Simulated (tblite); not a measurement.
Q: Write Cartesian coordinates for `C[Si@H](N[SiH3])C(C)(C)C` as optimised with GFN2-xTB.

A: 
```xyz
25
C5H17NSi2 angstrom
C      0.190    2.381    1.077
Si     0.668    0.590    0.667
N      1.786    0.681   -0.658
Si     2.640   -0.553   -1.521
C     -0.878   -0.467    0.236
C     -0.489   -1.941    0.128
C     -1.482   -0.022   -1.097
C     -1.936   -0.323    1.331
H     -0.364    2.851    0.270
H     -0.425    2.424    1.969
H      1.074    2.981    1.263
H      1.355   -0.029    1.814
H      1.905    1.608   -1.034
H      2.969   -1.608   -0.567
H      3.833    0.094   -2.073
H      1.835   -1.102   -2.622
H     -1.358   -2.550   -0.120
H     -0.079   -2.301    1.069
H      0.263   -2.084   -0.645
H     -1.792    1.020   -1.055
H     -2.359   -0.624   -1.342
H     -0.757   -0.135   -1.901
H     -1.533   -0.616    2.298
H     -2.797   -0.956    1.117
H     -2.282    0.705    1.405
```

Orientation and origin are arbitrary. Atoms count from 1 in this order. Si4 (SiH3 silicon) is distorted tetrahedral (angles from 106.0° to 112.4°). All 3 C–C bonds measure 1.528 to 1.530 Å. Si2 (SiH silicon) is tetrahedral (angles from 106.1° to 112.1°). The C–Si distances run from 1.899 Å (C1–Si2, drawn single) to 1.922 Å (Si2–C5, drawn single), a spread of 0.023 Å.

Bonds between heavy atoms (Å): C1–Si2 1.899, Si2–N3 1.736, N3–Si4 1.731, Si2–C5 1.922, C5–C6 1.528, C5–C7 1.530, C5–C8 1.530.

Structure optimised with GFN2-xTB, isolated species.

Point group: C1 (no symmetry element, even within 0.4 Å). Its GFN2-xTB frequencies are all real (lowest 39 cm⁻¹). One conformer, not necessarily the lowest (C1–Si2–N3–Si4 179°). 3 starts were optimised and ended at 0.00, 0.25 and 0.48 kcal/mol (GFN2-xTB); the lowest of these is shown.

All values are computed, not measured.
